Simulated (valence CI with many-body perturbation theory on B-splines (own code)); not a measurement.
**Forbidden lines of Mo I**

Computed by relativistic CI+MBPT: six valence electrons over a frozen Dirac-Fock core [Kr], a basis of 7 s, 7 p, 8 d, 6 f, 4 g, 1 h functions for each j, with the one-electron correlation potential Σ1, the two-electron term Σ2, the three-electron term Σ3, Breit, model QED; selected CI, second order for the rest, scaled by the run's own slope (own B-spline code, finite nucleus).

With an open or low-lying d shell, typical errors are a few hundred cm⁻¹, and configurations can be misplaced against each other by 1,000 to 3,000. Among the levels kept, up to 2800 cm⁻¹ of a level comes from second order outside the variational space, and about a tenth of that is noise between levels of different J, which matters for small intervals. Only levels of the ground parity were solved; by the run's estimate the other parity begins above the list, which can be wrong where configurations are misplaced.

Lines 51 to 100 of 114 in falling wavelength, among levels below 2.752 eV, chosen from the decays that carry over 1 % of a level's rate. Wavelengths and rates use the calculated energies, so an error of 400 cm⁻¹ moves a line at 935.6 nm by 3.7 % and its rate by three times that or more. Electric multipoles are in the length gauge, E1 and E2 with the static RPA response of the core. S is in atomic units (e²a₀⁴ for E2 and M2, e²a₀⁶ for E3), for M1 in squared Bohr magnetons. Weak lines are less certain than strong ones. Lines between different terms over intervals too small for the method are left out, as are lines whose strength nearly cancels and 1 of this kind that miss the measured wavelength by over 7 %. Where a level lies close to another of its J and parity, the split of strength between their lines is uncertain. The highest levels of a list are the least certain.

Names give the largest LS component (configuration and term), which can be under half, so a name can repeat, a term be missing and a line seem to break the LS rules; names also repeat where a configuration has a term twice. Letters in brackets count levels of one name in rising energy.

```
λ vac (nm)            Upper         Lower  Type   A (s⁻¹)  S (a.u.)
      1157      4d5.5s 5P_2  4d4.5s2 5D_0    E2  1.77e-02  1.64e+01
      1154      4d5.5s 5P_1  4d4.5s2 5D_1    E2  1.63e-02  8.93e+00
      1154      4d5.5s 5P_1  4d4.5s2 5D_1    M1  1.18e-02  2.02e-03
      1137      4d5.5s 5P_1  4d4.5s2 5D_0    M1  1.45e-02  2.37e-03
      1125      4d5.5s 5D_4  4d4.5s2 5D_4    E2  9.25e-03  1.34e+01
      1125      4d5.5s 5D_4  4d4.5s2 5D_4    M1  3.28e-03  1.56e-03
      1100      4d5.5s 3G_3  4d4.5s2 5D_4    E2  1.31e-02  1.32e+01
      1100      4d5.5s 3G_3  4d4.5s2 5D_4    M1  9.06e-03  3.13e-03
      1100      4d5.5s 5D_2  4d4.5s2 5D_4    E2  2.55e-02  1.83e+01
      1089      4d5.5s 5D_3  4d4.5s2 5D_4    E2  2.30e-02  2.20e+01
      1089      4d5.5s 5D_3  4d4.5s2 5D_4    M1  1.77e-02  5.93e-03
      1075      4d5.5s 3G_4  4d4.5s2 5D_4    M1  5.30e-03  2.20e-03
      1075      4d5.5s 3G_4  4d4.5s2 5D_4    E2  1.59e-03  1.84e+00
      1063      4d5.5s 5D_4  4d4.5s2 5D_3    E2  1.42e-02  1.55e+01
      1063      4d5.5s 5D_4  4d4.5s2 5D_3    M1  4.69e-03  1.88e-03
      1058      4d5.5s 5D_1  4d4.5s2 5D_3    E2  3.96e-02  1.41e+01
      1041      4d5.5s 3G_3  4d4.5s2 5D_3    E2  3.43e-03  2.62e+00
      1041      4d5.5s 3G_3  4d4.5s2 5D_3    M1  1.25e-03  3.66e-04
      1040      4d5.5s 5D_2  4d4.5s2 5D_3    M1  1.80e-02  3.75e-03
      1040      4d5.5s 5D_2  4d4.5s2 5D_3    E2  1.13e-02  6.16e+00
      1039  4d5.5s 5D_0 [a]  4d4.5s2 5D_2    E2  5.42e-02  5.85e+00
      1031      4d5.5s 5D_3  4d4.5s2 5D_3    M1  3.40e-03  9.66e-04
      1031      4d5.5s 5D_3  4d4.5s2 5D_3    E2  2.03e-03  1.48e+00
      1023      4d5.5s 5D_4  4d4.5s2 5D_2    E2  3.62e-02  3.26e+01
      1018      4d5.5s 5D_4   4d5.5s 5S_2    E2  2.01e-02  1.77e+01
      1018      4d5.5s 5D_1  4d4.5s2 5D_2    E2  2.44e-02  7.15e+00
      1018      4d5.5s 5D_1  4d4.5s2 5D_2    M1  2.40e-02  2.81e-03
      1018      4d5.5s 3G_4  4d4.5s2 5D_3    M1  2.95e-03  1.04e-03
      1014      4d5.5s 5D_1   4d5.5s 5S_2    E2  3.20e-02  9.16e+00
      1014      4d5.5s 5D_1   4d5.5s 5S_2    M1  6.89e-03  7.98e-04
      1007  4d5.5s 5D_0 [b]  4d4.5s2 5D_2    E2  5.01e-02  4.63e+00
      1003  4d5.5s 5D_0 [a]  4d4.5s2 5D_1    M1  3.76e-01  1.41e-02
      1002      4d5.5s 3G_3  4d4.5s2 5D_2    E2  2.30e-03  1.46e+00
     997.6      4d5.5s 3G_3   4d5.5s 5S_2    E2  1.45e-02  8.98e+00
     997.4      4d5.5s 5D_2   4d5.5s 5S_2    E2  6.32e-02  2.78e+01
     997.4      4d5.5s 5D_2   4d5.5s 5S_2    M1  5.20e-03  9.56e-04
     993.1      4d5.5s 5D_3  4d4.5s2 5D_2    E2  6.12e-03  3.70e+00
     993.1      4d5.5s 5D_3  4d4.5s2 5D_2    M1  2.00e-03  5.09e-04
     988.6      4d5.5s 5D_3   4d5.5s 5S_2    E2  2.73e-02  1.61e+01
     988.6      4d5.5s 5D_3   4d5.5s 5S_2    M1  5.72e-03  1.43e-03
     984.3      4d5.5s 5D_1  4d4.5s2 5D_1    E2  1.02e-02  2.54e+00
     981.2      4d5.5s 3G_4  4d4.5s2 5D_2    E2  3.46e-03  2.53e+00
     979.5     4d4.5s2 3P_1  4d4.5s2 5D_2    M1  3.01e-01  3.15e-02
     976.9      4d5.5s 3G_4   4d5.5s 5S_2    E2  1.32e-03  9.43e-01
     973.6  4d5.5s 5D_0 [b]  4d4.5s2 5D_1    M1  2.59e-01  8.84e-03
     962.0     4d4.5s2 5D_1   4d5.5s 7S_3    E2  8.32e-05  1.84e-02
     960.7      4d5.5s 5D_3  4d4.5s2 5D_1    E2  3.90e-03  2.00e+00
     935.6      4d5.5s 5S_2   4d5.5s 7S_3    M1  8.17e-04  1.24e-04
     935.6      4d5.5s 5S_2   4d5.5s 7S_3    E2  9.38e-05  3.00e-02
     931.6     4d4.5s2 5D_2   4d5.5s 7S_3    E2  1.48e-04  4.64e-02
```
